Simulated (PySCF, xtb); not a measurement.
boroxine cation (B3H3O3), SMILES B1OBOBO1 (connectivity only; charge and spin as stated), charge +1, multiplicity 2.

Geometry: B3LYP-D3(BJ)/def2-SVP. The multiplicity is an assumed one; no other spin state was optimised.

The numbers are results of IEF-PCM-M06-2X/def2-SVP (PySCF), not measurements.

The values are the electrostatic part of the solvation free energy, E(continuum) − E(gas) at the gas-phase geometry, in a cavity of scaled van der Waals radii (PySCF's table); cavitation and dispersion terms are not included.

Question: Estimate the values in water (ε = 78.36), dichloromethane (ε = 8.93), chloroform (ε = 4.71). (Estimate from the structure and the level; the computed values follow.)

Answer: 
| solvent | ε | ΔG(elec) (kcal/mol) |
|---|---|---|
| water | 78.36 | -55.6 |
| dichloromethane | 8.93 | -49.9 |
| chloroform | 4.71 | -44.2 |

For comparison, GFN2-xTB/ALPB(water) (xtb, at the GFN2-xTB geometry, all terms of that model) gives -53.0 kcal/mol.
